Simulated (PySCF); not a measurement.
## $^{15}$N chemical shifts

- geometry from GFN2-xTB
- NMR shieldings at PBE0/pcSseg-1/GIAO
- code: PySCF
- one conformer, no solvent model, averaged over atoms made equivalent by symmetry, fast rotation or ring inversion, non-relativistic Hamiltonian

Shieldings were converted by a linear fit to measured shifts: $^{15}$N (scatter 6.3 ppm rms vs CH3NO2, solution or neat liquid). A few per cent of atoms miss by over 2 rms, more outside the fitted compound classes.

**Question.** Give the $^{15}$N shifts of `C=C[Si@@H](C=O)N([SiH3])[SiH2]O`, `Clc1ccc2n[nH]nc2c1`, `N#Cc1cccnc1`, `Clc1ccc2cnnn2c1`, `Clc1cccc2cnnn12`.

**Answer.** 
| compound | environment | δ (ppm) |
| --- | --- | --- |
| C=C[Si@@H](C=O)N([SiH3])[SiH2]O | nitrogen bonded to 3 Si | -384.3 |
| [Cl:1][c:2]1[cH:3][cH:4][c:5]2[n:6][nH:7][n:8][c:9]2[cH:10]1 | N6: pyridine-type nitrogen of an azole | -72.0 |
| [Cl:1][c:2]1[cH:3][cH:4][c:5]2[n:6][nH:7][n:8][c:9]2[cH:10]1 | N8: pyridine-type nitrogen of an azole | -74.7 |
| [Cl:1][c:2]1[cH:3][cH:4][c:5]2[n:6][nH:7][n:8][c:9]2[cH:10]1 | N7: pyrrole-type ring nitrogen | -139.7 |
| [N:1]#[C:2][c:3]1[cH:4][cH:5][cH:6][n:7][cH:8]1 | N7: pyridine-type ring nitrogen | -61.5 |
| [N:1]#[C:2][c:3]1[cH:4][cH:5][cH:6][n:7][cH:8]1 | N1: nitrile nitrogen | -95.5 |
| [Cl:1][c:2]1[cH:3][cH:4][c:5]2[cH:6][n:7][n:8][n:9]2[cH:10]1 | N7: pyridine-type nitrogen of an azole | -29.1 |
| [Cl:1][c:2]1[cH:3][cH:4][c:5]2[cH:6][n:7][n:8][n:9]2[cH:10]1 | N8: pyridine-type nitrogen of an azole | -51.2 |
| [Cl:1][c:2]1[cH:3][cH:4][c:5]2[cH:6][n:7][n:8][n:9]2[cH:10]1 | N9: pyrrole-type ring nitrogen | -131.4 |
| [Cl:1][c:2]1[cH:3][cH:4][cH:5][c:6]2[cH:7][n:8][n:9][n:10]12 | N8: pyridine-type nitrogen of an azole | -30.3 |
| [Cl:1][c:2]1[cH:3][cH:4][cH:5][c:6]2[cH:7][n:8][n:9][n:10]12 | N9: pyridine-type nitrogen of an azole | -51.1 |
| [Cl:1][c:2]1[cH:3][cH:4][cH:5][c:6]2[cH:7][n:8][n:9][n:10]12 | N10: pyrrole-type ring nitrogen | -133.7 |
